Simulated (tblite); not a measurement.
Compound: C2H9BN (charge -1).
Numbering: `[CH3:1][BH2-:2][NH:3][CH3:4]` (hydrogens: H5, H6, H7 on C1; H8, H9 on B2; H10 on N3; H11, H12, H13 on C4)

Geometry (GFN2-xTB, Å), atoms numbered from 1 in this order:
```xyz
13
C2H9BN angstrom
C      1.8828    0.5479   -0.1033
B      0.5346   -0.2395    0.4148
N     -0.7065    0.3682   -0.3176
C     -1.9447   -0.2857   -0.0214
H      2.7849    0.1772    0.3930
H      1.8274    1.6205    0.0948
H      2.0466    0.4328   -1.1796
H      0.6348   -1.4573    0.1674
H      0.3797   -0.0906    1.6201
H     -0.5457    0.3164   -1.3218
H     -1.9836   -1.3700   -0.2820
H     -2.1206   -0.2178    1.0557
H     -2.7941    0.1985   -0.5379
```

Level: GFN2-xTB in tblite, geometry and Hessian alike; calculated harmonic values, unscaled, isolated species. Errors from tens to a few hundred cm⁻¹ against measured bands are possible. Modes of hydrogen on boron can be 10 to 20 % off. One conformer, not necessarily the lowest.

Harmonic wavenumbers (cm⁻¹): 99.2, 158.6, 217.1, 236.2, 363.2, 663.9, 692.3, 766.2, 849.5, 902.7, 953.5, 1043.7, 1089.3, 1111.3, 1120.1, 1150.6, 1248.0, 1369.6, 1391.2, 1414.3, 1501.5, 1525.6, 1554.2, 1556.1, 1912.2, 2137.9, 2622.8, 2781.4, 2918.8, 2934.6, 2947.1, 2963.6, 3302.8.

A = 23916, B = 3621, C = 3386 MHz; mass 58.083 u (most abundant isotopes); point group C1, symmetry number 1.

Problem. Zero-point energy?

Solution. Half the sum of the wavenumbers: 23750 cm⁻¹ = 284.11 kJ/mol.

Problem. Give the ideal-gas entropy at 350 K and 1 bar in the rigid-rotor, harmonic-oscillator model (classical rotation).

Solution. Translation 162.85, rotation 104.54, vibration 64.44: S = 331.8 J/(mol K).

Problem. And Cp and H(350 K) − H(0)?

Solution. Cp = 109.84 J/(mol K), of which vibrations give 76.58 (their classical limit is 33 R = 274.4); H(350 K) − H(0) = 24.26 kJ/mol without the zero-point energy, 12.62 from vibrations.

Problem. Blend soft modes into free rotors: weight 1/[1 + (100 cm⁻¹/ν̃)⁴] for the oscillator and the rest for a rotor with moment μB/(μ + B), μ = h/(8π²ν), B = 10⁻⁴⁴ kg m². What vibrational entropy results?

Solution. 62.66 J/(mol K) in place of 64.44, which changes −T·S at 350 K by +0.63 kJ/mol.

Problem. What must be added to the electronic energy to get the Gibbs energy at 350 K and 1 bar?

Solution. ZPE + [H(350 K) − H(0)] − T·S = 284.11 + 24.26 − 116.14 = 192.23 kJ/mol.

Hindered rotation and anharmonicity are outside this model. Other conformers, if any are populated, would add a mixing term that is left out. The structure is chiral; the term R ln 2 for an equal mix with its mirror image is left out.
